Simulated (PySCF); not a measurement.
Job for PySCF: R-B3LYP/3-21G on CH5GaO (SMILES [CH3][GaH][OH]), a point of a torsion scan.

```python
from pyscf import gto, scf, dft, mp
from pyscf.data.elements import chemcore

mol = gto.M(
    atom='''
    C    -1.27478902   -0.24774155    0.02290505
    Ga    0.42293549    0.73252768    0.55468299
    O     0.52562159    2.43279909    0.53230835
    H    -1.20297368   -0.62128448   -0.99952804
    H    -2.10536317    0.46003649    0.07562967
    H    -1.48528573   -1.09519995    0.67429023
    H     1.80308773    0.21845509    1.03127714
    H     0.27594237    3.34162071    0.40988045
    ''',
    basis='3-21g',
    charge=0, spin=0, verbose=3, max_memory=1800)
mf = dft.RKS(mol, xc='b3lyp')
mf.conv_tol = 1e-8
mf.max_cycle = 100
mf.kernel()
if not mf.converged:
    mf = mf.newton().run(mf.mo_coeff, mf.mo_occ)
```

Output:

```
converged SCF energy = -2031.18544329196
```

Self-consistency was reached.

Cost: roughly 16 core-seconds.
